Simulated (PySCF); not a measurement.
# Bond length, frequency and bond energy of CsK by level of theory

State: ¹Σ⁺ (singlet), closed shell. Set-up: PySCF, scalar-relativistic core potentials, basis sets Cs def2-SVPD with ECP46, K def2-SVPD. De refers to Cs + K in their ground configurations, without counterpoise correction. A positive dipole means Cs(−)K(+).

| Level | Re (Å) | ωe (cm⁻¹) | De (eV) | μ (D) |
| --- | --- | --- | --- | --- |
| RHF-MP2 | 4.352 | 68.7 | 0.299 | n/a |
| RHF-SCS-MP2 | 4.389 | 67.3 | 0.354 | n/a |
| RHF-CCSD | 4.398 | 66.0 | 0.407 | n/a |
| RHF-CCSD(T) | 4.402 | 64.6 | 0.449 | n/a |
| PBE | 4.368 | 64.8 | 0.54 | -1.63 |
| PBEsol | 4.322 | 66.3 | 0.54 | -1.53 |
| PW91 | 4.361 | 65.2 | 0.57 | -1.67 |
| BP86 | 4.348 | 64.7 | 0.470 | -1.50 |
| r²SCAN | 4.465 | 64.4 | 0.343 | -1.92 |
| PBE0 | 4.387 | 66.6 | 0.462 | -1.88 |
| CAM-B3LYP | 4.314 | 69.3 | 0.393 | -2.07 |

Problem. Which functional lies closest to RHF-CCSD(T) in De, which farthest, and by how much do they differ from it?

Solution. Closest is PBE0 (-1.5 pm in Re, +3.1 % in ωe, +0.01 eV in De against RHF-CCSD(T) in the same basis), farthest PW91 (-4.1 pm in Re, +0.9 % in ωe, +0.12 eV in De). CCSD(T) converges more slowly with the basis than the functionals do and binds too weakly in this one, so the order can change at the basis-set limit.

Problem. What does the triples do here, going from RHF-CCSD to RHF-CCSD(T)?

Solution. RHF-CCSD(T) less RHF-CCSD: +0.4 pm in Re, -2.1 % in ωe, +0.04 eV in De. Correlation nearly always deepens the well. The bond lengthens, as in strong covalent bonds, where excitations into antibonding orbitals dominate.

Correlated steps freeze 5 core orbitals. Closed-shell solutions of metal pairs were not tested for spin polarisation, which can lower them a little. Correlated levels converge slowly with the basis: in double zeta they bind strong bonds too weakly, by up to about 1 eV, and carry superposition errors of some tenths. Spin–orbit coupling is left out. Where the molecule has an RHF reference, its open-shell atoms are computed with UHF.
